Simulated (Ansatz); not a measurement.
Total energies of Cd10H30Se10 from Ansatz at r2SCANh-D4/def2-TZVP, gas phase (1 Eh = 27.2114 eV = 2625.5 kJ/mol). The reference geometry is relaxed at r2SCAN-D4/def2-SVP, loosely relaxed.

Cartesian coordinates in Å:
```
Cd -2.116 2.835 -0.889
Cd 1.577 2.411 -4.858
Cd 1.192 2.827 2.006
Cd 3.489 0.849 -2.804
Cd -2.483 -2.255 -2.839
Cd -2.265 0.542 2.711
Cd -4.290 -3.674 -0.537
Cd 0.473 -0.793 -0.501
Cd 4.180 -1.513 3.518
Cd 1.820 -3.372 2.370
Se -0.030 3.301 -2.619
Se -2.994 0.369 -2.059
Se -0.616 1.260 0.768
Se 0.869 -0.127 -3.066
Se 2.774 2.442 -0.481
Se 2.398 0.777 3.398
Se -1.189 -2.889 -0.422
Se -3.885 -1.112 1.072
Se -0.325 -1.629 3.269
Se 2.819 -1.416 0.628
H -3.332 3.939 -0.489
H 0.762 2.427 -6.319
H 2.603 5.448 -4.890
H 1.179 4.437 2.513
H 3.096 2.379 -3.884
H 4.858 -0.127 -2.672
H -1.967 -2.781 -4.358
H -4.244 -2.776 -2.052
H -2.955 1.167 4.117
H -7.294 -2.454 -0.623
H -4.599 -4.867 0.588
H 5.790 -1.061 3.514
H 3.323 -1.429 6.736
H 1.405 -4.943 1.920
H 2.854 -2.689 3.830
H 0.110 4.763 -2.531
H 1.853 5.476 -4.777
H -4.389 0.547 -2.493
H -3.498 -0.324 -0.404
H 1.337 -1.442 -3.533
H 1.501 2.933 -1.360
H 3.514 3.687 -0.744
H 2.199 1.236 4.781
H 3.349 -0.719 6.470
H -0.293 -3.870 -1.055
H -7.127 -2.588 0.105
H -5.168 -0.400 1.178
H -0.329 -1.895 4.719
H 0.815 -0.496 3.415
H 3.247 -2.411 -0.368
```

| state | geometry | energy (Eh) |
| --- | --- | --- |
| charge 0 singlet | reference | -25711.74226 |
| charge 1 doublet | reference | -25711.45492 |
| charge -1 doublet | reference | -25711.78327 |
| free Cd atom (singlet) | – | -167.82038 |
| free Se atom (triplet) | – | -2401.47390 |
| free H atom (doublet) | – | -0.49990 |

In the def2 sets Cd takes a core potential; there is no spin–orbit coupling. Single mean-field runs in def2-TZVP are fitted with def2-universal-jkfit.

Question: Work out the vertical ionisation energy to the doublet.

Answer: E(charge 1 doublet) − E(charge 0 singlet) = -25711.45492 − (-25711.74226) = 0.28734 Eh = 7.82 eV. For comparison, −ε of the highest occupied level is 6.58 eV at this level, 1.24 eV less.

Question: Work out the vertical electron affinity, to the doublet.

Answer: E(charge 0 singlet) − E(charge -1 doublet) = -25711.74226 − (-25711.78327) = 0.04101 Eh = 1.12 eV. The basis lacks diffuse functions, which makes affinities too small.

Question: Give the fundamental gap IE − EA, the Mulliken electronegativity (IE + EA)/2 and the hardness (IE − EA)/2.

Answer: From the values in Eh: IE − EA = 0.28734 − 0.04101 = 0.24633 Eh = 6.70 eV; (IE + EA)/2 = 4.47 eV; (IE − EA)/2 = 3.35 eV. The HOMO–LUMO gap of the same run is 4.35 eV, 2.35 eV smaller than the fundamental gap.

Question: What is the binding energy per atom against free atoms?

Answer: Atoms: 10 × (-167.82038) + 10 × (-2401.47390) + 30 × (-0.49990) = -25707.93980 Eh. Binding: -25707.93980 − (-25711.74226) = 3.80246 Eh = 103.47 eV, or 2.07 eV for each of 50 atoms (no zero-point energy, no counterpoise term).

The geometry of the charge 0 singlet is only loosely relaxed. The geometry of the charge 1 doublet is only loosely relaxed. The geometry of the charge -1 doublet is only loosely relaxed. At r2SCANh-D4/def2-TZVP the highest occupied level of the charge -1 doublet lies above zero (up to 0.04 eV). By energy differences its removal costs 1.12 eV (vertical, to the charge 0 singlet, at r2SCANh-D4/def2-TZVP); self-interaction error and the lack of diffuse functions both raise the level.
